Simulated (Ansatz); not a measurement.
`OC#C[SeH]` + H–F → `FC#C[SeH]` + H₂O at 700 K and 1 bar (substitution at a C–O bond).

Isolated molecules relaxed with PBE0-D4/def2-TZVP in Ansatz; ΔE leaves out vibrations. CCSD(T)/CBS adds triple-zeta CCSD(T) − MP2 to the extrapolated MP2 energy (def2 sets, frozen cores). This one scheme is used for every species. For Se outer-core shells are correlated without core-valence functions, which leaves a few kJ/mol of doubt a bond. Scalar relativity is left out up to krypton. One conformer a species, not always the lowest.

```json
{"species": "`OC#C[SeH]`", "CCSD(T)/CBS energy (Eh)": "-2553.08266", "H − E (kJ/mol)": "135.8", "S (J/(mol·K))": "383.7"}
{"species": "H–F", "CCSD(T)/CBS energy (Eh)": "-100.39570", "H − E (kJ/mol)": "45.2", "S (J/(mol·K))": "198.5"}
{"species": "`FC#C[SeH]`", "CCSD(T)/CBS energy (Eh)": "-2577.08079", "H − E (kJ/mol)": "98.6", "S (J/(mol·K))": "368.3"}
{"species": "H₂O", "CCSD(T)/CBS energy (Eh)": "-76.37941", "H − E (kJ/mol)": "80.5", "S (J/(mol·K))": "218.4"}
```

H − E and S are ideal-gas, rigid-rotor, harmonic terms from PBE0-D4/def2-TZVP, for one conformer and one mirror image of each species. 1 Eh = 2625.50 kJ/mol, R = 8.31446 J/(mol·K).

Task: By hand: ΔE, ΔH, ΔS and ΔG.

Result: ΔE = (-2577.08079) + (-76.37941) − (-2553.08266) − (-100.39570) = 0.01816 Eh = 47.7 kJ/mol. Δ(H − E) = 98.6 + 80.5 − 135.8 − 45.2 = -1.9, so ΔH = 45.8 kJ/mol. ΔS = 368.3 + 218.4 − 383.7 − 198.5 = 4.5 J/(mol·K). ΔG = 45.8 − 700 × (4.5)/1000 = 42.6 kJ/mol.

Task: By hand: the equilibrium constant, and the temperature at which ΔG would vanish if ΔH and ΔS stayed fixed.

Result: log₁₀ K = −ΔG/(RT ln 10) = -3.2. ΔG = 0 at ΔH/ΔS = 10178 K, far beyond where these terms or the molecules hold.

The number of gas molecules stays the same, so ΔS is small and ΔH decides. A doubt of 5 kJ/mol in ΔE shifts log₁₀ K by 0.4 here. Other conformers and mirror images would add mixing entropy, several J/(mol·K) or more a flexible species. These are equilibria of isolated gas molecules and say nothing of rates. Largest T1 diagnostic: 0.012 (customary marks: 0.02 for closed shells, 0.045 for open ones).
